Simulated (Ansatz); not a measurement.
Wavefunction ladder for `[CH3][Sn]([CH3])([OH])[OH]`

Cartesian coordinates in Å:
```
C 0.666 0.627 1.784
Sn 0.199 -0.075 -0.166
C -1.817 -0.194 -0.825
O 1.057 1.031 -1.555
O 1.084 -1.836 -0.229
H 0.061 0.103 2.524
H 1.719 0.431 1.983
H 0.474 1.698 1.853
H -2.335 -0.999 -0.304
H -1.824 -0.391 -1.897
H -2.329 0.749 -0.634
H 2.007 1.114 -1.445
H 1.037 -2.257 -1.090
```

The species carries charge 0 and has multiplicity 1. Correlated methods include outer-core shells of Sn, which these sets cover unevenly. Sn takes the def2 core potential. The geometry is a stationary point of PBE0-D4/def2-TZVP. It is one conformer, not always the lowest. Frozen core, restricted reference, Ansatz.

| basis | HF (Eh) | MP2 corr. | CCSD corr. | (T) | CCSD(T) total |
| --- | --- | --- | --- | --- | --- |
| def2-SVP | -443.31013 | -0.78835 | -0.83425 | -0.02133 | -444.16571 |
| def2-TZVPP | -443.61498 | -1.18005 | -1.20152 | -0.04296 | -444.85946 |
| def2-QZVPP | -443.62899 | -1.45664 | – | – | – |
